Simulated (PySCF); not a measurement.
**Electronic absorption of F2H6S2Si3**

Compound: F2H6S2Si3.
SMILES: `F[SiH2]S[Si@H](F)S[SiH3]`

Method used: TDDFT CAM-B3LYP/def2-SVPD, vertical, gas phase, core orbitals frozen in the response in PySCF. The structure is a single GFN2-xTB conformer in the gas phase; no vibrational or solvent corrections. Torsions of this conformer, `[F:1][SiH2:2][S:3][Si@H:4]([F:5])[S:6][SiH3:7]`: F1–Si2–S3–Si4 175°, Si2–S3–Si4–F5 171°, S3–Si4–S6–Si7 65°.

```json
{"state": "S1", "E (eV)": "5.77", "λ (nm)": "215.0", "f": "0.0032", "|μ| (D)": "0.38", "main configurations (H = HOMO, L = LUMO)": "H→L (65%), H-1→L (25%)"}
{"state": "S2", "E (eV)": "6.03", "λ (nm)": "205.5", "f": "0.017", "|μ| (D)": "0.85", "main configurations (H = HOMO, L = LUMO)": "H-1→L (62%), H→L (24%)"}
{"state": "S3", "E (eV)": "6.34", "λ (nm)": "195.6", "f": "0.0068", "|μ| (D)": "0.53", "main configurations (H = HOMO, L = LUMO)": "H→L+2 (37%), H-1→L+2 (32%), H→L+1 (12%)"}
{"state": "S4", "E (eV)": "6.53", "λ (nm)": "189.9", "f": "0.012", "|μ| (D)": "0.69", "main configurations (H = HOMO, L = LUMO)": "H→L+1 (37%), H→L+2 (28%), H-1→L+2 (14%)"}
{"state": "S5", "E (eV)": "6.64", "λ (nm)": "186.8", "f": "0.041", "|μ| (D)": "1.28", "main configurations (H = HOMO, L = LUMO)": "H→L+3 (17%), H-1→L+2 (17%), H-1→L+1 (16%)"}
{"state": "S6", "E (eV)": "6.88", "λ (nm)": "180.1", "f": "0.052", "|μ| (D)": "1.41", "main configurations (H = HOMO, L = LUMO)": "H-1→L+3 (39%), H→L+3 (27%), H-1→L+4 (12%)"}
{"state": "S7", "E (eV)": "7.16", "λ (nm)": "173.3", "f": "0.018", "|μ| (D)": "0.82", "main configurations (H = HOMO, L = LUMO)": "H→L+6 (18%), H-2→L (14%), H-1→L+3 (14%)"}
{"state": "S8", "E (eV)": "7.24", "λ (nm)": "171.3", "f": "0.0060", "|μ| (D)": "0.47", "main configurations (H = HOMO, L = LUMO)": "H→L+4 (25%), H→L+3 (12%), H→L+2 (10%)"}
```

Triplets (Tamm–Dancoff): T1 5.59 eV, H→L (83%); T2 5.73 eV, H-1→L (78%), H→L+1 (10%); T3 5.99 eV, H→L+2 (47%), H-1→L+2 (12%).

The lowest singlet comes at 215 nm (556 kJ/mol) in the ultraviolet; it is very weak; its leading configuration is HOMO→LUMO (65%). The strongest level in the table is S6 at 6.88 eV (180 nm, f = 0.052). Löwdin shares by element: HOMO sulfur 82%, silicon 10% or more; LUMO silicon 35% or more, sulfur 27% (atoms not listed hold the other 38%). Of the 8 states listed, 5 reach f = 0.01 and none stays under 0.0005. The oscillator strengths of these states sum to 0.156; summed over the whole spectrum of an exact calculation they would give the number of electrons, 98 (Thomas–Reiche–Kuhn). Orbital energies (eV): HOMO-3 -11.04, HOMO-2 -10.46, HOMO-1 -9.30, HOMO -9.10, LUMO -0.02, LUMO+1 0.54, LUMO+2 0.62. The window holds the lowest 8 singlets.
